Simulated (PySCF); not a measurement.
H3InSe, SMILES [SeH][InH2]. Atoms are numbered in the order given.

```xyz
5

In     0.0011    -1.0045     0.0000
H     -1.5485    -1.7330     0.0000
H      1.5447    -1.7457     0.0000
Se    -0.0433     1.5028     0.0000
H      1.4216     1.6032     0.0000
```

Geometry: PBE0-D3(BJ)/def2-TZVP. The def2 effective core potentials stand for the cores of In; spin–orbit coupling is left out.

These are PySCF with M06-2X/def2-TZVPD values and carry that method's errors.

Symmetry labels are those of the subgroup Cs that the program uses (full group Cs).

Computed valence orbital energies around the gap with their symmetry:
```tsv
orbital	symmetry	energy (eV)
HOMO−7	A"	-24.28
HOMO−6	A'	-24.27
HOMO−5	A'	-20.58
HOMO−4	A'	-13.16
HOMO−3	A'	-11.72
HOMO−2	A'	-9.70
HOMO−1	A'	-8.92
HOMO	A"	-8.16
LUMO	A"	-1.27
LUMO+1	A'	-0.11
LUMO+2	A'	0.08
LUMO+3	A'	0.44
```
